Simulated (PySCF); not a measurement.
# What a mistake does to a calculation on BH5OSi2

Calculated results; nothing here was measured. They come from PySCF 2.14.0, an open-source quantum chemistry program, on an isolated molecule that a program drew, which may never have been made. The molecule is BH5OSi2 (charge 0, singlet), drawn as the SMILES string `OB([SiH])[SiH3]`.

Each row is a Hartree-Fock (HF) and frozen-core CCSD(T) single point in the cc-pV(D+d)Z basis, meant for a local HF minimum. Run 1 is clean. Each other run has one planted mistake out of seven kinds, and not every kind appears here: one electron removed, one electron added, multiplicity raised by two, geometry at a saddle point, minimal basis STO-3G, one bond length entered in bohr, all coordinates scaled. The reference is restricted for singlets and unrestricted otherwise, and also for a bond in bohr. Adding or removing an electron swaps singlet and doublet. Electrons count all cores. HOMO and LUMO are orbital energies over both spins, the gradient is its largest component, and the lowest frequency (negative if imaginary) is given only where the gradient is small. Bond lengths are over the 8 bonds as drawn. T1 is the CCSD diagnostic: over 0.02 (restricted) or 0.045 (unrestricted) a single reference is doubtful.

Geometry of the clean run:
```xyz
9
BH5OSi2, angstrom
O    -1.0828    0.6358   -0.2396
B    -0.2704    0.6038    0.8457
Si   -0.6161    0.3884    2.8483
Si    1.7454    0.8917    0.4227
H    -2.0019    0.5093   -0.0584
H    -0.2467   -1.0837    2.7888
H     1.9705    2.2285   -0.1838
H     2.5784    0.8108    1.6543
H     2.2254   -0.1524   -0.5174
```

| run | electrons | basis functions | <S^2> | HOMO (eV) | LUMO (eV) | gradient (hartree/bohr) | lowest frequency (cm^-1) | mean bond (Å) | longest bond (Å) | T1 | HF (hartree) | CCSD(T) (hartree) | mistake |
|---|---|---|---|---|---|---|---|---|---|---|---|---|---|
| 1 | 46 | 99 | 0.000 | -8.36 | 0.30 | 2.3e-05 | 90 | 1.5503 | 2.080 | 0.0178 | -680.29310 | -680.82038 | no fault |
| 2 | 46 | 99 | 1.278 | -8.47 | 0.58 | 1.1e-02 | - | 1.7155 | 2.807 | 0.0645 | -680.19123 | -680.70156 | one bond length entered in bohr |
| 3 | 47 | 99 | 0.768 | -1.30 | 7.20 | 2.2e-02 | - | 1.5503 | 2.080 | 0.0196 | -680.31061 | -680.84799 | one electron added |
| 4 | 46 | 99 | 0.000 | -8.34 | 0.35 | 1.8e-02 | - | 1.5271 | 2.049 | 0.0177 | -680.29128 | -680.81732 | ? |
| 5 | 46 | 99 | 2.025 | -7.91 | 0.11 | 2.6e-02 | - | 1.5503 | 2.080 | 0.0240 | -680.27674 | -680.78590 | ? |

**Which mistake was planted in run 4, and what did it cost?**

The mean and the longest bond both change by the same factor, 0.985, and the gradient is no longer small. So the mistake is: all coordinates scaled. Subtracting run 1 and multiplying by 627.51 kcal/mol a hartree, the energy moved by 1.1 kcal/mol in HF and 1.9 kcal/mol in CCSD(T).

**Which mistake was planted in run 5, and what did it cost?**

Electrons, basis and geometry are unchanged, and <S^2> is 2.025, beside S(S+1) = 2.00 for a multiplicity of 3. So the mistake is: multiplicity raised by two. Subtracting run 1 and multiplying by 627.51 kcal/mol a hartree, the energy moved by 10.3 kcal/mol in HF and 21.6 kcal/mol in CCSD(T).

Cautions from the logs. Run 2: T1 is over the limit, so its CCSD(T) energy is less reliable.
